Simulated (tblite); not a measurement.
Species: C5H9N3S.
Structure used (GFN2-xTB), in Å, numbered top down from 1:
```
atom  x, y, z in Å
C1    -2.641   -1.559   -0.065
S2    -2.329    0.226   -0.144
C3    -0.593    0.211   -0.048
N4     0.135   -0.897    0.050
N5     1.381   -0.469    0.090
C6     2.494   -1.356    0.226
N7     1.514    0.837    0.029
C8     0.283    1.319   -0.062
C9    -0.048    2.759   -0.160
H10   -3.717   -1.691   -0.114
H11   -2.247   -1.945    0.870
H12   -2.154   -2.040   -0.906
H13    3.352   -0.916   -0.279
H14    2.738   -1.510    1.280
H15    2.234   -2.312   -0.224
H16   -0.596    2.955   -1.081
H17   -0.682    3.054    0.675
H18    0.866    3.344   -0.148
```

Computed with GFN2-xTB (tblite): harmonic, unscaled wavenumbers at the GFN2-xTB geometry, gas phase. Against measured fundamentals such values can be off by several per cent, at times by over 20. One conformer, not necessarily the lowest.

Harmonic wavenumbers (cm⁻¹): 33.1, 35.8, 61.2, 108.7, 127.9, 155.8, 208.3, 220.8, 274.6, 310.6, 447.0, 473.0, 615.5, 642.8, 655.7, 735.3, 797.9, 952.6, 958.6, 996.8, 1037.9, 1039.0, 1055.0, 1095.8, 1139.3, 1313.5, 1329.8, 1356.1, 1384.0, 1385.7, 1394.1, 1432.8, 1434.7, 1442.0, 1445.5, 1460.7, 1461.8, 1468.4, 1543.1, 2965.6, 3006.5, 3019.8, 3027.8, 3037.6, 3041.7, 3045.7, 3061.0, 3062.2.

A = 2085, B = 1145, C = 749.7 MHz; mass 143.052 u (most abundant isotopes); point group C1, symmetry number 1.

**Question.** Zero-point energy?

**Answer.** Half the sum of the wavenumbers: 30650 cm⁻¹ = 87.63 kcal/mol.

**Question.** What is S at 298.15 K and 1 bar for an ideal gas of classical rigid rotors and harmonic oscillators?

**Answer.** Translation 40.81, rotation 29.57, vibration 35.43: S = 105.8 cal/(mol K).

**Question.** And Cp and H(298.15 K) − H(0)?

**Answer.** Cp = 37.80 cal/(mol K), of which vibrations give 29.85 (their classical limit is 48 R = 95.4); H(298.15 K) − H(0) = 7.39 kcal/mol without the zero-point energy, 5.02 from vibrations.

**Question.** Blend soft modes into free rotors: weight 1/[1 + (100 cm⁻¹/ν̃)⁴] for the oscillator and the rest for a rotor with moment μB/(μ + B), μ = h/(8π²ν), B = 10⁻⁴⁴ kg m². What vibrational entropy results?

**Answer.** 30.92 cal/(mol K) in place of 35.43, which changes −T·S at 298.15 K by +1.34 kcal/mol.

**Question.** How do the functions run with temperature in this model?

**Answer.** 
| T (K) | S (cal/(mol K)) | Cp (cal/(mol K)) | H − H(0) (kcal/mol) | G − H(0) (kcal/mol) | ln q(vib) |
| --- | --- | --- | --- | --- | --- |
| 150 | 84.6 | 25.7 | 2.70 | -9.98 | 4.82 |
| 250 | 99.5 | 33.7 | 5.67 | -19.22 | 7.97 |
| 400 | 118.2 | 46.6 | 11.69 | -35.58 | 12.16 |
| 600 | 139.9 | 61.0 | 22.52 | -61.44 | 17.31 |
| 900 | 167.5 | 75.0 | 43.10 | -107.69 | 24.38 |

q(vib) and H(0) count from the zero-point level.

**Question.** What must be added to the electronic energy to get the Gibbs energy at 298.15 K and 1 bar?

**Answer.** ZPE + [H(298.15 K) − H(0)] − T·S = 87.63 + 7.39 − 31.55 = 63.47 kcal/mol.

Hindered rotation and anharmonicity are outside this model. Other conformers, if any are populated, would add a mixing term that is left out. The structure is chiral; the term R ln 2 for an equal mix with its mirror image is left out.

Hardware: Arm Neoverse V2, one thread, no GPU, shared host with 96 logical CPUs at a one-minute load of 78. Cost: 0.6 s wall. This covers the Hessian and the dipole derivatives.
